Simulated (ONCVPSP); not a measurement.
# u(r) = r·R(r): atom against pseudo-atom (Nb)

Columns: radius, all-electron u(r) and pseudo u(r) of the 4p shell (level -34.57 eV) of niobium in the configuration [Ar] 3d10 4s2 4p6 4d4 5s1; PW91, scalar-relativistic, ONCV scheme, ONCVPSP 4.0.1.

```json
{"r (bohr)": "0.135", "all-electron": "0.1621", "pseudo": "0.0252"}
{"r (bohr)": "0.270", "all-electron": "-0.4522", "pseudo": "0.1027"}
{"r (bohr)": "0.405", "all-electron": "-0.4173", "pseudo": "0.2334"}
{"r (bohr)": "0.540", "all-electron": "-0.0104", "pseudo": "0.4083"}
{"r (bohr)": "0.675", "all-electron": "0.4206", "pseudo": "0.6029"}
{"r (bohr)": "0.810", "all-electron": "0.7372", "pseudo": "0.7819"}
{"r (bohr)": "0.945", "all-electron": "0.9192", "pseudo": "0.9119"}
{"r (bohr)": "1.080", "all-electron": "0.9883", "pseudo": "0.9744"}
{"r (bohr)": "1.215", "all-electron": "0.9775", "pseudo": "0.9705"}
{"r (bohr)": "1.350", "all-electron": "0.9174", "pseudo": "0.9156"}
{"r (bohr)": "1.485", "all-electron": "0.8311", "pseudo": "0.8309"}
{"r (bohr)": "1.620", "all-electron": "0.7345", "pseudo": "0.7344"}
{"r (bohr)": "1.755", "all-electron": "0.6376", "pseudo": "0.6375"}
{"r (bohr)": "1.890", "all-electron": "0.5462", "pseudo": "0.5461"}
{"r (bohr)": "2.025", "all-electron": "0.4632", "pseudo": "0.4632"}
{"r (bohr)": "2.160", "all-electron": "0.3898", "pseudo": "0.3898"}
{"r (bohr)": "2.295", "all-electron": "0.3261", "pseudo": "0.3261"}
{"r (bohr)": "2.430", "all-electron": "0.2715", "pseudo": "0.2715"}
{"r (bohr)": "2.565", "all-electron": "0.2252", "pseudo": "0.2251"}
{"r (bohr)": "2.700", "all-electron": "0.1862", "pseudo": "0.1861"}
{"r (bohr)": "2.835", "all-electron": "0.1535", "pseudo": "0.1535"}
{"r (bohr)": "2.970", "all-electron": "0.1264", "pseudo": "0.1263"}
{"r (bohr)": "3.105", "all-electron": "0.1038", "pseudo": "0.1038"}
{"r (bohr)": "3.240", "all-electron": "0.0851", "pseudo": "0.0851"}
{"r (bohr)": "3.375", "all-electron": "0.0697", "pseudo": "0.0697"}
{"r (bohr)": "3.510", "all-electron": "0.0570", "pseudo": "0.0570"}
```

Task: How many radial nodes do the two functions have?

Result: The all-electron 4p function has n − l − 1 = 2; the pseudo-wave has 0, since the states of the same l below it are removed with the core.

Task: At about which radius was the pseudo-wave matched?

Result: 1.60 bohr, where the columns begin to agree (steps of 0.14 bohr).

Task: Where does each function peak?

Result: Outermost all-electron maximum near 1.08 bohr, pseudo maximum near 1.08 bohr (to the table’s step).

Task: Is the pseudo-wave norm-conserving?

Result: Yes: the ONCV scheme keeps the norm inside the radius equal to the all-electron one, which fixes the energy derivative of the logarithmic derivative at the level.
